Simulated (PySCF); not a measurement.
From one molecule to another.

First species: C5H17N3Si.
SMILES: `CN(C)[SiH2]N(C)CCN`

Second species: Si4H8.
InChI=1S/H8Si4/c1-2-4-3-1/h1-4H2

Levels: CAM-B3LYP/def2-SVPD for HOMO energy, LUMO energy, HOMO–LUMO gap and static isotropic polarisability; TDDFT CAM-B3LYP/def2-SVPD for lowest singlet excitation; TDA CAM-B3LYP/def2-SVPD for lowest triplet excitation (Tamm–Dancoff); ΔSCF CAM-B3LYP/def2-SVPD for vertical ionisation energy. Geometries: PBE0-D3(BJ)/def2-SVP. Each species is one conformer at its optimised geometry, gas phase, non-relativistic unless stated. Electronic properties by PySCF.

(1) Which has the higher vertical ionisation energy?

(2) Which of the two has the higher static isotropic polarisability, and by how much?

(3) Which has the higher S1 energy?

(4) Which of the two has the higher HOMO energy, and by how much?

(5) Which has the higher HOMO–LUMO gap?

(6) Which of the two has the higher LUMO energy, and by how much?

(7) Which has the higher T1 energy?

Answers

(1) The second: 9.36 eV against 8.04 eV, a difference of 1.32 eV.

(2) The second: 120.3 au against 113.9 au, a difference of 6.4 au.

(3) The first: 5.87 eV against 4.90 eV, a difference of 0.97 eV.

(4) The first: -7.50 eV against -8.72 eV, a difference of 1.22 eV.

(5) The first: 8.66 eV against 8.44 eV, a difference of 0.22 eV.

(6) The first: 1.16 eV against -0.28 eV, a difference of 1.44 eV.

(7) The first: 5.73 eV against 4.64 eV, a difference of 1.09 eV.

On the first: The polarisability is 16.88 Å³ as a volume (1 au = 0.148185 Å³), or 1.39 au for each of the 82 electrons. The vertical singlet–triplet gap S1 − T1 is 0.14 eV (TDDFT singlet less Tamm–Dancoff triplet; S1: HOMO→LUMO, weight 0.72; T1: HOMO→LUMO, weight 0.61).

On the second: No computed singlet falls in the visible range (750 to 380 nm, 1.65 to 3.26 eV); S1 lies 1.64 eV above its blue end. S1 lies 3.54 eV below the HOMO–LUMO gap; its leading configuration is HOMO→LUMO, weight 0.98.
